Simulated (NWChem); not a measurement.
# CH₂NO cation; SMILES N=C=[OH+]

```xyz
5

N     -0.0302     1.1896     0.0000
C     -0.0170     0.0422     0.0000
O     -0.1198    -1.1882     0.0000
H     -0.0388     2.2064     0.0000
H      0.7020    -1.7252     0.0000
```
Atoms are numbered in this order, from 1.

Computed with NWChem. Pople sets run with spherical d functions. All runs use the structure optimised with PBE0/def2-SVP. Core excitations by TDA in a window of 1s orbitals, non-relativistic and unshifted: absolute energies depend strongly on the exact-exchange share.

**Question.** What does the run give for C K edge, BHandHLYP/6-311G**? Quantities: first 1s excitation (eV); dipole oscillator strength of the first; first state with f > 0.002 (eV); dipole oscillator strength of that state.

**Answer.** 
```yaml
first 1s excitation (eV): 286.7
dipole_oscillator_strength_of_the_first: 0.0846
first state with f > 0.002 (eV): 286.7
dipole_oscillator_strength_of_that_state: 0.0846
```
